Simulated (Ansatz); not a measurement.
Basis-set extrapolation for C2H3FSSi, SMILES `F[SiH]1CC1=S` (PBE0-D4/def2-TZVP geometry, frozen core, the Gaussian-basis code of Ansatz). Multiplicity 1, RHF reference.

```json
{"": "HF", "def2-TZVPP": "-863.457821", "def2-QZVPP": "-863.486332"}
{"": "MP2 correlation", "def2-TZVPP": "-0.853137", "def2-QZVPP": "-0.921728"}
{"": "CCSD(T) correlation", "def2-TZVPP": "-0.926021", "def2-QZVPP": "not run"}
```

Energies in hartree. Use E(X) = E(∞) + A·exp(−7.88·√X) for Hartree–Fock and E(X) = E(∞) + B·X^(−2.97) for correlation, with X = 3 and 4, and add CCSD(T) minus MP2 of the smaller set to the MP2 limit.

Task: What is the CCSD(T) energy at the basis-set limit?

Result: HF limit: -863.486332 + (-0.028511) × 0.13774 = -863.49026. MP2 limit: -0.921728 + (-0.068591) × 0.74074 = -0.97254. Higher-order term: -0.926021 − (-0.853137) = -0.07288. Total: -864.53568 hartree, 95.3 kcal/mol below CCSD(T)/def2-TZVPP.
